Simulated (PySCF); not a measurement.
Isomers of C6H14S2Si, mass 178.031 u with the commonest isotopes. Level of theory: PBE0/pcSseg-1 in PySCF (dipole) on a GFN2-xTB geometry, gas phase. One conformer each, none proved a minimum here; rigid rotors.

Question: Order these by rotational constant C, largest first.
A. `[CH3:1][C:2]([CH3:3])([CH3:4])[SiH:5]1[S:6][CH2:7][CH2:8][S:9]1` with C2–Si5–S6–C7 -142°, Si5–S6–C7–C8 48°, S6–C7–C8–S9 -61°, C7–C8–S9–Si5 36°
B. `[CH3:1][S:2][Si@H:3]([CH3:4])[S:5][C:6]1([CH3:7])[CH2:8][CH2:9]1` with C1–S2–Si3–C4 163°, S2–Si3–S5–C6 165°, Si3–S5–C6–C7 66°
C. `[CH3:1][S:2][Si@@H:3]1[CH2:4][C@H:5]1[S:6][CH:7]([CH3:8])[CH3:9]` with C1–S2–Si3–C4 -89°, C4–C5–S6–C7 -94°, C5–S6–C7–C8 -164°
D. `[CH3:1][S:2][C@:3]1([SiH3:4])[CH2:5][CH2:6][CH2:7][S:8][CH2:9]1` with C1–S2–C3–Si4 -83°, S2–C3–C5–C6 -65°, C3–C5–C6–C7 -61°, C5–C6–C7–S8 64°, C6–C7–S8–C9 -57°

Answer: D (714.9 MHz), A (625.9 MHz), B (509.6 MHz), C (356.5 MHz).

Question: Order these by dipole moment, largest first.
A. `[CH3:1][S:2][Si@@H:3]1[CH2:4][C@H:5]1[S:6][CH:7]([CH3:8])[CH3:9]` with C1–S2–Si3–C4 -89°, C4–C5–S6–C7 -94°, C5–S6–C7–C8 -164°
B. `[CH3:1][C:2]([CH3:3])([CH3:4])[SiH:5]1[S:6][CH2:7][CH2:8][S:9]1` with C2–Si5–S6–C7 -142°, Si5–S6–C7–C8 48°, S6–C7–C8–S9 -61°, C7–C8–S9–Si5 36°
C. `[CH3:1][S:2][C@:3]1([SiH3:4])[CH2:5][CH2:6][CH2:7][S:8][CH2:9]1` with C1–S2–C3–Si4 -83°, S2–C3–C5–C6 -65°, C3–C5–C6–C7 -61°, C5–C6–C7–S8 64°, C6–C7–S8–C9 -57°
D. `[CH3:1][S:2][Si@H:3]([CH3:4])[S:5][C:6]1([CH3:7])[CH2:8][CH2:9]1` with C1–S2–Si3–C4 163°, S2–Si3–S5–C6 165°, Si3–S5–C6–C7 66°

Answer: D (2.12 D), A (1.94 D), C (1.19 D), B (0.57 D).

Question: Order these by rotational constant B, largest first.
A. `[CH3:1][S:2][Si@@H:3]1[CH2:4][C@H:5]1[S:6][CH:7]([CH3:8])[CH3:9]` with C1–S2–Si3–C4 -89°, C4–C5–S6–C7 -94°, C5–S6–C7–C8 -164°
B. `[CH3:1][S:2][Si@H:3]([CH3:4])[S:5][C:6]1([CH3:7])[CH2:8][CH2:9]1` with C1–S2–Si3–C4 163°, S2–Si3–S5–C6 165°, Si3–S5–C6–C7 66°
C. `[CH3:1][C:2]([CH3:3])([CH3:4])[SiH:5]1[S:6][CH2:7][CH2:8][S:9]1` with C2–Si5–S6–C7 -142°, Si5–S6–C7–C8 48°, S6–C7–C8–S9 -61°, C7–C8–S9–Si5 36°
D. `[CH3:1][S:2][C@:3]1([SiH3:4])[CH2:5][CH2:6][CH2:7][S:8][CH2:9]1` with C1–S2–C3–Si4 -83°, S2–C3–C5–C6 -65°, C3–C5–C6–C7 -61°, C5–C6–C7–S8 64°, C6–C7–S8–C9 -57°

Answer: D (833.5 MHz), C (783.4 MHz), B (572.0 MHz), A (369.9 MHz).

```json
{"SMILES": "CC(C)(C)[SiH]1SCCS1", "point group": "C1", "Ia (u·Å²)": "324.66", "Ib (u·Å²)": "645.12", "Ic (u·Å²)": "807.44", "κ": "-0.66", "μa (D)": "0.21", "μb (D)": "0.08", "μc (D)": "0.52"}
{"SMILES": "CS[C@]1([SiH3])CCCSC1", "point group": "C1", "Ia (u·Å²)": "376.67", "Ib (u·Å²)": "606.35", "Ic (u·Å²)": "706.96", "κ": "-0.62", "μa (D)": "0.09", "μb (D)": "1.06", "μc (D)": "0.54"}
{"SMILES": "CS[Si@@H]1C[C@H]1SC(C)C", "point group": "C1", "Ia (u·Å²)": "161.28", "Ib (u·Å²)": "1366.41", "Ic (u·Å²)": "1417.69", "κ": "-0.99", "μa (D)": "0.47", "μb (D)": "1.89", "μc (D)": "0.05"}
{"SMILES": "CS[Si@H](C)SC1(C)CC1", "point group": "C1", "Ia (u·Å²)": "273.12", "Ib (u·Å²)": "883.49", "Ic (u·Å²)": "991.81", "κ": "-0.91", "μa (D)": "1.95", "μb (D)": "0.50", "μc (D)": "0.69"}
```
